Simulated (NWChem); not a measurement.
System meant: CH4BrGa; SMILES [CH3][GaH][Br]

Here is an NWChem input.

```
start job
memory heap 200 mb stack 900 mb global 1100 mb
geometry units angstroms noautoz
  Ga    -0.400814     0.892583    -0.004307
  H     -1.943443     1.147125     0.017614
  Br     0.177989    -1.343678     0.004854
  C      1.080833     2.166787    -0.012586
  H      1.933409     1.768370    -0.580860
  H      1.415307     2.330435     1.025050
  H      0.777486     3.137548    -0.431072
end
basis spherical
  * library def2-svp
end
dft
  odft
  mult 2
  xc xpbe96 cpbe96
  iterations 150
  mulliken
end
task dft energy
```

End of the output:

```
 Summary of "ao basis" -> "" (spherical)
 ------------------------------------------------------------------------------
       Tag                 Description            Shells   Functions and Types
 ---------------- ------------------------------  ------  ---------------------
 *                          def2-svp                  on all atoms

  pbe96 is a nonlocal functional; adding pw91lda local functional.

                                 NWChem DFT Module
                                 -----------------

 Summary of "ao basis" -> "ao basis" (spherical)
 ------------------------------------------------------------------------------
       Tag                 Description            Shells   Functions and Types
 ---------------- ------------------------------  ------  ---------------------
 Ga                         def2-svp                12       32   5s4p3d
 H                          def2-svp                 3        5   2s1p
 Br                         def2-svp                12       32   5s4p3d
 C                          def2-svp                 6       14   3s2p1d

 Summary of "ao basis" -> "ao basis" (spherical)
 ------------------------------------------------------------------------------
       Tag                 Description            Shells   Functions and Types
 ---------------- ------------------------------  ------  ---------------------
 Ga                         def2-svp                12       32   5s4p3d
 H                          def2-svp                 3        5   2s1p
 Br                         def2-svp                12       32   5s4p3d
 C                          def2-svp                 6       14   3s2p1d

  number of electrons :                   76
  multiplicity        :                    2
 ------------------------------------------------------------------------
  no. of electrons and multiplicity not compatible                  76
 ------------------------------------------------------------------------
 ------------------------------------------------------------------------
  current input line :
    22: task dft energy
 ------------------------------------------------------------------------
 ------------------------------------------------------------------------
 There is an error in the input file
 ------------------------------------------------------------------------
 For more information see the NWChem manual at https://nwchemgit.github.io

0: no. of electrons and multiplicity not compatible:Received an Error in Communication
```

Task: What is wrong, and how is it mended?

Result: The input was rejected before any calculation. Cause: the multiplicity doesn't fit the number of electrons (an even count wants an odd multiplicity, and the reverse). This input runs:
```
start job
memory heap 200 mb stack 900 mb global 1100 mb
geometry units angstroms noautoz
  Ga    -0.400814     0.892583    -0.004307
  H     -1.943443     1.147125     0.017614
  Br     0.177989    -1.343678     0.004854
  C      1.080833     2.166787    -0.012586
  H      1.933409     1.768370    -0.580860
  H      1.415307     2.330435     1.025050
  H      0.777486     3.137548    -0.431072
end
basis spherical
  * library def2-svp
end
dft
  xc xpbe96 cpbe96
  iterations 150
  mulliken
end
task dft energy
```
It converges to -4538.24377 Ha (PBE/def2-SVP).
